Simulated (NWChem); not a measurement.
## Correlation energy of formamidinium (CH5N2 (+1))

```
C
N 1 1.3077
N 1 1.3077 2 125.83
H 2 1.0159 1 119.96 3 180.00
H 3 1.0159 1 119.96 2 180.00
H 2 1.0175 4 116.85 1 180.00
H 3 1.0175 5 116.85 1 180.00
H 1 1.0959 2 117.09 4 0.00
```
Charge +1, spin multiplicity 1.

All runs are NWChem calculations. All single points use one geometry, from PBE0/def2-SVP, a minimum by its harmonic frequencies. It is one conformer; others weren't searched.

Basis set: 6-311G**. Each correlation energy counts from its own Hartree-Fock reference.

```tsv
method	correlation energy (mHa)	difference from CCSD(T)
CCSD(T)	-532.0	0.0
CR-CCSD[T]	-528.7	+3.3
CCSD	-514.0	+17.9
CR-CCSD(T)	-528.0	+3.9
MP2	-487.8	+44.2
CCSD+T(CCSD)	-532.8	-0.9
SCS-MP2	-481.4	+50.6
```

The values span 51.4 mHa, from CCSD+T(CCSD) (lowest) to SCS-MP2 (highest). 

The correlated methods keep 3 core orbitals frozen. The Pople sets run with spherical d functions. No row is a measurement; the coupled-cluster row has its own basis-set and correlation limits.
